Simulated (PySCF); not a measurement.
# [C₇H₇BrF]+, charge +1

Geometry (Å), atoms numbered from 1 in this order:
```xyz
16

F    -1.7998   -1.3207    1.3478
C    -0.9627   -0.8628    0.4248
C     0.3521   -1.4796    0.3684
C     1.4215   -0.8327   -0.0888
C     1.4252    0.6414   -0.3571
C     0.2885    1.3585    0.2450
Br    0.6027    2.9939    1.0695
C    -0.9836    0.7882    0.3141
C    -1.5348   -0.1695   -0.7352
H     0.4005   -2.5041    0.7098
H     2.3617   -1.3399   -0.2359
H     2.3785    1.0826   -0.0525
H     1.3855    0.7686   -1.4510
H    -1.7283    1.2795    0.9293
H    -2.6130   -0.1610   -0.8267
H    -1.0016   -0.2334   -1.6728
```

Total charge +1.

Method: PySCF 2.14.0, quadratic response LC-wPBE/def2-SVPD first hyperpolarisability, Taylor convention, gas phase. Geometry: GFN2-xTB.

The bonding changed while the geometry was optimised; results refer to the coordinates, not to the name. The calculation is non-relativistic, which matters for the atoms heavier than Zn.

Question: Give the tensor of the second harmonic β(−2ω;ω,ω) at 1340 nm in the axes of these coordinates.

Answer: In au, Taylor convention; rows are the first index (the induced dipole):
```
       xx      yy     zz      xy     xz      yz
x   -93.4   +70.9   -1.2  -158.1  -15.8   +71.4
y  -171.5   -36.1  +17.5   +72.1  +74.1  +119.6
z   -20.1  +105.0  +11.2   +71.2   +0.1   +16.8
```
Norm of βᵢ = ⅓ Σⱼ (βᵢⱼⱼ + βⱼᵢⱼ + βⱼⱼᵢ): 212.8 au, hyper-Rayleigh value 142.8 au.
